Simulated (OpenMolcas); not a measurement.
Sn3+: CASPT2 settings compared

* Program: OpenMolcas 26.06
* Basis: ANO-RCC-VDZ [6s5p2d]
* Scalar Hamiltonian: DKH2, point nucleus
* Active space: 1 electron in 4 orbitals (5s 5p)
* State averaging: 2S+1 = 2 even, 1 root; 2S+1 = 2 odd, 3 roots
* Spin-orbit coupling: state interaction with AMFI integrals over the reference wave functions, term energies averaged over their components

Methods on the same reference wave functions:
A. CASSCF
B. SS-CASPT2, IPEA 0.75 Eh, imaginary shift 0.3 Eh (closed shells correlated: 4d)
C. SS-CASPT2, IPEA 0.75 Eh, imaginary shift 0.2 Eh (closed shells correlated: 4d)
D. XMS-CASPT2, IPEA 0.15 Eh, imaginary shift 0.1 Eh (closed shells correlated: 4s 4p 4d)

Energies in cm-1 above 5s 2S 1/2, the measured ground level; measured values from Moore, Atomic Energy Levels, vol. III, NSRDS-NBS 35 (1971 reprint of NBS Circular 467, 1958).

| Level | A | B | C | D | Measured |
| --- | --- | --- | --- | --- | --- |
| 5s 2S 1/2 | 0.0 | 0.0 | 0.0 | 0.0 | 0.0 |
| 5p 2P* 1/2 | 67985 | 68211 | 68211 | 68267 | 69564 |
| 5p 2P* 3/2 | 74273 | 74499 | 74499 | 74556 | 76072 |

Deviations, from unrounded energies. A percentage is the sum of absolute deviations over the sum of measured energies, with the sign that they share, or ± where signs differ.

| Against measurement | Levels | A | B | C | D |
| --- | --- | --- | --- | --- | --- |
| mean absolute deviation (cm-1) | 2 | 1700 | 1500 | 1500 | 1400 |
| other configurations (%) | 2 | -2.3 | -2.0 | -2.0 | -1.9 |

B, C, D lie about equally close to measurement and A furthest from it. The largest miss of D in the table is 5p 2P* 3/2, by -1500 cm-1. The ranking rests on the paired levels alone, and a cruder setting can come out closer through cancelling errors.

Among B to D the level of the table that moves most is 5p 2P* 1/2, by 56 cm-1 (lowest in C, highest in D).

The lowest spin-free term lies below A's lowest term by 0.005 hartree in B, 0.005 hartree in C, 0.010 hartree in D.

The basis is small and was not contracted for so high a charge. With one active electron the reference holds no correlation, so core polarisation is missing (holds for A). With one active electron, CASPT2 adds the correlation within the correlated inactive shells and between them and that electron, and leaves the splitting within a term as the reference gives it (holds for B; C; D). Measured partners are found by configuration, term and J. A level has none where our copy of the source lacks it or the pairing is in doubt (some pairs that miss far off the trend of their configuration count as doubtful), and it then counts in no deviation. Only configurations of the active space appear.

* marks odd parity.
